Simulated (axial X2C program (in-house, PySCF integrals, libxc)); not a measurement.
Ionising BiSe

Calculated with an axial X2C code built on PySCF integrals, spin-free (one-electron X2C) or two-component (2c: spin–orbit coupling with atomic mean-field Coulomb and Gaunt terms, which also bring small scalar terms), in Dyall basis sets with cores contracted in-house; open shells are unrestricted.

Basis sets: Bi dyall-cv3z, Se dyall-cv3z.

```csv
Hamiltonian,level,BiSe state,Re (Å),ωe (cm⁻¹),De (eV)
spin-free,PBEsol,"M_S = 1/2, Λ = 1",2.425,284.3,3.64
2c,PBEsol,Ω = 1/2,2.445,269.3,3.49
2c,PBE0,Ω = 1/2,2.435,273.8,2.81
```

Adiabatic ionisation energy (minimum to minimum, no zero-point term) and constants of BiSe⁺:

```
Hamiltonian   level     BiSe⁺ state  IE (eV)  Re (Å)  ωe (cm⁻¹)  De (eV)  fragments
  spin-free  PBEsol  M_S = 0, Λ = 0     7.15   2.351      320.2     5.10   Bi+ + Se
         2c  PBEsol           Ω = 0     7.52   2.366      303.0     3.25   Bi+ + Se
         2c    PBE0           Ω = 0     7.65   2.354      310.9     2.46   Bi+ + Se
```

Problem. Add the zero-point terms to the ionisation energy at PBE0, 2c, and say whether the electron removed was bonding.

Solution. IE0 = IE + (ωe⁺ − ωe)/2 = 7.65 + (0.002) = 7.65 eV. Re changes by -0.081 Å, so the bond shortens, as on loss of an antibonding or a polarising non-bonding electron.

Problem. Close the cycle De(BiSe⁺) + IE(BiSe) = De(BiSe) + IE(Bi) to find the atomic ionisation energy at PBE0, 2c.

Solution. IE(Bi) = 2.46 + 7.65 − 2.81 = 7.30 eV, for the determinants used.

Each entry is the lowest single determinant of a limited PBE0 search at one distance. De goes to single-determinant-based atoms at the same level (for ions the charge split of lowest energy) and is withheld (n/a) where an atom does not fit its ground term or J level. Main or longest-lived isotopes. One determinant is a doubtful description, or other states lie close, for BiSe; these need not be ground states, and all values refer to the states named. The functionals have no current term, which raises determinants with orbital currents.
